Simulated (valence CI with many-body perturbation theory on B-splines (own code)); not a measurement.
## Energy levels of Tm LXIII

Calculated by relativistic CI+MBPT: five valence electrons over a frozen Dirac-Fock core [He], radial functions for each j: 11 s, 11 p, 10 d, 8 f, 5 g, 2 h, with the one-electron correlation potential Σ1, the two-electron term Σ2, the three-electron term Σ3, Breit, model QED; selected CI, second order for the rest, scaled by the run's own slope (own B-spline code, finite nucleus).

No measured spectrum was set against this ion. As an estimate, large intervals hold to a few tenths of a per cent, small ones and those within an open d or f shell to about a per cent. Among the levels kept, up to 7400 cm⁻¹ of a level comes from second order outside the variational space, and about a tenth of that is noise between levels of different J, which matters for small intervals.

Levels 91 to 135 of 198, with energies above the lowest level, (2s^2 2p1/2^2 2p3/2) J=3/2. "Leading %" is the weight of the configuration and term that name the level; weights of strongly mixed levels are sums over their largest components and can fall short, so below about 35 % the name and the second component can differ from the true leading terms, or belong to a minority configuration. In the jj column 3d3/2^4 stands for four electrons in 3d with j = 3/2.

| No. | Configuration | Term | J | E (eV) | Leading % | Second component | Leading jj | g |
| --- | --- | --- | --- | --- | --- | --- | --- | --- |
| 91 | 2s 2p3 3p | 6P | 3/2 | 10016 | 40 | 20 % 2s 2p3 3p 4D | 2s 2p1/2 2p3/2^2 3p1/2 (99 %) | 1.736 |
| 92 | 2s 2p3 3s | 4P° | 1/2 | 10025 | 84 | 16 % 2s 2p3 3s 2P° | 2s 2p1/2 2p3/2^2 3s (99 %) | 2.324 |
| 93 | 2s 2p3 3p | 4F | 5/2 | 10028 | 29 | 23 % 2s 2p3 3p 4P | 2s 2p1/2 2p3/2^2 3p1/2 (99 %) | 1.341 |
| 94 | 2s 2p3 3s | 2S° | 1/2 | 10045 | 52 | 41 % 2s 2p3 3s 4D° | 2s 2p1/2 2p3/2^2 3s (94 %) | 1.091 |
| 95 | 2s 2p3 3s | 4S° | 3/2 | 10049 | 39 | 26 % 2s 2p3 3s 2D° | 2s 2p1/2 2p3/2^2 3s (98 %) | 1.460 |
| 96 | 2s 2p3 3s | 4P° | 3/2 | 10054 | 37 | 23 % 2s 2p3 3s 2P° | 2s 2p1/2 2p3/2^2 3s (97 %) | 1.392 |
| 97 | 2s 2p3 3s | 2D° | 3/2 | 10057 | 60 | 16 % 2s 2p3 3s 4D° | 2s 2p1/2 2p3/2^2 3s (99 %) | 1.057 |
| 98 | 2s 2p3 3s | 2D° | 5/2 | 10060 | 81 | 10 % 2s 2p3 3s 4D° | 2s 2p1/2 2p3/2^2 3s (95 %) | 1.222 |
| 99 | 2s 2p3 3p | 2F | 7/2 | 10061 | 43 | 34 % 2s 2p3 3p 4F | 2s 2p1/2 2p3/2^2 3p1/2 (100 %) | 1.209 |
| 100 | 2s 2p3 3s | 2P° | 1/2 | 10080 | 94 | 5 % 2s 2p3 3s 4P° | 2s 2p1/2 2p3/2^2 3s (99 %) | 0.727 |
| 101 | 2s 2p3 3p | 4P | 5/2 | 10094 | 52 | 25 % 2s 2p3 3p 2D | 2s 2p1/2 2p3/2^2 3p1/2 (99 %) | 1.425 |
| 102 | 2s2 2p2 3p | 4D° | 7/2 | 10104 | 64 | 34 % 2s2 2p2 3p 2F° | 2s^2 2p3/2^2 3p3/2 (98 %) | 1.306 |
| 103 | 2s2 2p2 3p | 2D° | 5/2 | 10106 | 50 | 35 % 2s2 2p2 3p 4P° | 2s^2 2p3/2^2 3p3/2 (93 %) | 1.301 |
| 104 | 2s2 2p2 3p | 2P° | 1/2 | 10107 | 50 | 32 % 2s2 2p2 3p 2S° | 2s^2 2p3/2^2 3p3/2 (92 %) | 1.244 |
| 105 | 2s 2p3 3p | 4D | 1/2 | 10120 | 70 | 22 % 2s 2p3 3p 2P | 2s 2p1/2 2p3/2^2 3p1/2 (100 %) | 0.284 |
| 106 | 2s 2p3 3p | 4P | 1/2 | 10135 | 52 | 25 % 2s 2p3 3p 2P | 2s 2p1/2 2p3/2^2 3p1/2 (98 %) | 1.544 |
| 107 | 2s 2p3 3p | 2P | 3/2 | 10139 | 27 | 27 % 2s 2p3 3p 4F | 2s 2p1/2 2p3/2^2 3p1/2 (98 %) | 1.039 |
| 108 | 2s 2p3 3p | 2F | 5/2 | 10147 | 60 | 17 % 2s 2p3 3p 2D | 2s 2p1/2 2p3/2^2 3p1/2 (98 %) | 0.977 |
| 109 | 2s 2p3 3p | 2D | 3/2 | 10149 | 35 | 35 % 2s 2p3 3p 4D | 2s 2p1/2 2p3/2^2 3p1/2 (99 %) | 1.089 |
| 110 | 2s2 2p2 3p | 2P° | 3/2 | 10152 | 60 | 14 % 2s2 2p2 3p 2D° | 2s^2 2p3/2^2 3p3/2 (96 %) | 1.302 |
| 111 | 2s2 2p2 3p | 2P° | 3/2 | 10175 | 60 | 14 % 2s2 2p2 3p 2D° | 2s^2 2p3/2^2 3p3/2 (97 %) | 1.315 |
| 112 | 2s 2p3 3p | 2P | 3/2 | 10188 | 40 | 24 % 2s 2p3 3p 2D | 2s 2p1/2 2p3/2^2 3p1/2 (99 %) | 1.179 |
| 113 | 2s 2p3 3p | 4P | 1/2 | 10189 | 41 | 33 % 2s 2p3 3p 2S | 2s 2p1/2 2p3/2^2 3p1/2 (99 %) | 1.875 |
| 114 | 2s2 2p2 3d | 2D | 3/2 | 10213 | 30 | 25 % 2s2 2p2 3d 4P | 2s^2 2p3/2^2 3d3/2 (97 %) | 1.163 |
| 115 | 2s2 2p2 3d | 4D | 5/2 | 10215 | 28 | 23 % 2s2 2p2 3d 2F | 2s^2 2p3/2^2 3d3/2 (95 %) | 1.147 |
| 116 | 2s2 2p2 3d | 2F | 7/2 | 10216 | 38 | 30 % 2s2 2p2 3d 2G | 2s^2 2p3/2^2 3d3/2 (98 %) | 1.084 |
| 117 | 2s2 2p2 3d | 4P | 1/2 | 10219 | 46 | 26 % 2s2 2p2 3d 2P | 2s^2 2p3/2^2 3d3/2 (96 %) | 1.600 |
| 118 | 2s2 2p2 3d | 2D | 3/2 | 10272 | 62 | 13 % 2s2 2p2 3d 4F | 2s^2 2p3/2^2 3d3/2 (91 %) | 0.854 |
| 119 | 2s2 2p2 3d | 2F | 7/2 | 10273 | 50 | 38 % 2s2 2p2 3d 4D | 2s^2 2p3/2^2 3d5/2 (98 %) | 1.229 |
| 120 | 2s2 2p2 3d | 4F | 9/2 | 10273 | 63 | 35 % 2s2 2p2 3d 2G | 2s^2 2p3/2^2 3d5/2 (98 %) | 1.235 |
| 121 | 2s2 2p2 3d | 2P | 1/2 | 10288 | 56 | 26 % 2s2 2p2 3d 2S | 2s^2 2p3/2^2 3d5/2 (96 %) | 1.248 |
| 122 | 2s2 2p2 3d | 2D | 5/2 | 10309 | 39 | 8 % 2s2 2p2 3d 4P | 2s^2 2p3/2^2 3d5/2 (66 %) | 1.284 |
| 123 | 2s2 2p2 3d | 2D | 3/2 | 10314 | 41 | 38 % 2s2 2p2 3d 2P | 2s^2 2p3/2^2 3d5/2 (90 %) | 1.168 |
| 124 | 2s 2p3 3p | 6P | 7/2 | 10314 | 50 | 30 % 2s 2p3 3p 4F | 2s 2p1/2 2p3/2^2 3p3/2 (99 %) | 1.453 |
| 125 | 2s 2p3 3p | 6P | 5/2 | 10316 | 15 | 14 % 2s 2p3 3p 4D | 2s 2p1/2 2p3/2^2 3p3/2 (60 %) | 1.393 |
| 126 | 2s 2p3 3p | 4P | 1/2 | 10326 | 62 | 24 % 2s 2p3 3p 2P | 2s 2p1/2 2p3/2^2 3p3/2 (99 %) | 1.804 |
| 127 | 2p4 3s | 2P | 3/2 | 10343 | 36 | 19 % 2p4 3s 2D | 2p1/2^2 2p3/2^2 3s (62 %) | 1.281 |
| 128 | 2s2 2p2 3d | 2D | 5/2 | 10345 | 65 | 12 % 2s2 2p2 3d 2F | 2s^2 2p3/2^2 3d5/2 (97 %) | 1.185 |
| 129 | 2p4 3s | 4P | 5/2 | 10347 | 52 | 25 % 2p4 3s 2D | 2p1/2^2 2p3/2^2 3s (77 %) | 1.411 |
| 130 | 2s 2p3 3p | 4P | 3/2 | 10353 | 36 | 24 % 2s 2p3 3p 2D | 2s 2p1/2 2p3/2^2 3p3/2 (98 %) | 1.347 |
| 131 | 2s 2p3 3p | 4F | 9/2 | 10358 | 98 |  | 2s 2p1/2 2p3/2^2 3p3/2 (98 %) | 1.306 |
| 132 | 2s 2p3 3p | 4D | 7/2 | 10359 | 64 | 35 % 2s 2p3 3p 2F | 2s 2p1/2 2p3/2^2 3p3/2 (99 %) | 1.299 |
| 133 | 2s 2p3 3p | 2P | 3/2 | 10392 | 38 | 18 % 2p4 3s 2P | 2s 2p1/2 2p3/2^2 3p3/2 (64 %) | 1.325 |
| 134 | 2s 2p3 3p | 2D | 5/2 | 10398 | 50 | 26 % 2s 2p3 3p 4P | 2s 2p1/2 2p3/2^2 3p3/2 (94 %) | 1.255 |
| 135 | 2p4 3s | 2S | 1/2 | 10403 | 52 | 19 % 2p4 3s 4P | 2p1/2^2 2p3/2^2 3s (81 %) | 1.858 |

Where two levels of one J and parity lie close, their mixing, g and order are uncertain.
